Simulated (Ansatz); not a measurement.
Reaction (ligand exchange at the Si–C bond): `C#C[SiH](C)Cl` + `N=C=O` → `C[SiH](Cl)N=C=O` + acetylene

Isolated molecules relaxed with PBE0-D4/def2-TZVP in Ansatz; ΔE leaves out vibrations. CCSD(T)/CBS is the MP2 limit (def2-TZVPP, def2-QZVPP) plus CCSD(T) − MP2 in def2-TZVPP, frozen cores. This one scheme is used for every species. DFT in def2-TZVPP. B3LYP here is the variant with VWN-RPA as its local correlation; programs differ in this. Each species was taken in one conformer, which may not be the lowest.

`C#C[SiH](C)Cl`:

Cartesian coordinates in Å:
```
C -0.052 0.519 -2.567
C 0.204 0.103 -1.464
Si 0.584 -0.491 0.215
C -0.525 0.314 1.461
Cl 0.306 -2.529 0.257
H -0.277 0.881 -3.544
H 2.016 -0.240 0.494
H -0.303 -0.053 2.465
H -1.572 0.099 1.236
H -0.382 1.397 1.445
```

`N=C=O`:

Cartesian coordinates in Å:
```
N -0.507 0.572 -0.049
C 0.243 -0.357 -0.235
O 0.923 -1.244 -0.549
H -0.660 1.028 0.833
```

`C[SiH](Cl)N=C=O`:

```xyz
10

C    -0.253   -1.108   -1.156
Si   -0.495   -0.213    0.440
Cl    0.240   -1.342    1.991
N     0.339    1.276    0.393
C     1.019    2.156    0.834
O     1.676    3.035    1.216
H     0.807   -1.308   -1.326
H    -0.630   -0.505   -1.986
H    -0.788   -2.059   -1.144
H    -1.915    0.068    0.738
```

`C#C`:

Cartesian coordinates in Å:
```
C 0.268 -0.506 0.175
C -0.268 0.506 -0.175
H 0.746 -1.405 0.486
H -0.746 1.405 -0.486
```

**Question.** Is it downhill or uphill in electronic energy at CCSD(T)/CBS, and by how much? (Best estimate.)

**Answer.** The calculation gave: Downhill: ΔE = -60.5 kJ/mol.

**Question.** What do these levels give: PBE-D4, revPBE-D4, B97M-V, B3LYP-D4, r2SCANh-D4, BHLYP-D4, B2PLYP, revPBE, MP2/def2-TZVPP, SCS-MP2/def2-TZVPP, MP2/def2-QZVPP, HF/CBS(def2)? (Best estimate.)

**Answer.** The calculation gave: PBE-D4 -50.3, revPBE-D4 -50.0, B97M-V -58.0, B3LYP-D4 -60.7, r2SCANh-D4 -58.5, BHLYP-D4 -67.4, B2PLYP -60.5, revPBE -47.9, MP2/def2-TZVPP -60.4, SCS-MP2/def2-TZVPP -61.0, MP2/def2-QZVPP -61.2, HF/CBS(def2) -74.5 kJ/mol.

Largest T1 diagnostic among the species: 0.018.

Leaving LDA and LC-ωPBE aside and taking each functional with its dispersion term where it has one, the values spread over 17.5 kJ/mol, from BHLYP-D4 to revPBE-D4. LDA lies −4.5 kJ/mol from PBE without D4. From PBE to PBE0 (25 % exact exchange), in def2-TZVPP and without D4, ΔE moves by −6.2 kJ/mol. In def2-TZVPP, CCSD(T) changes the Hartree–Fock value by +14.6 kJ/mol (the triples alone add +2.9 kJ/mol) and MP2 by +13.6 kJ/mol.
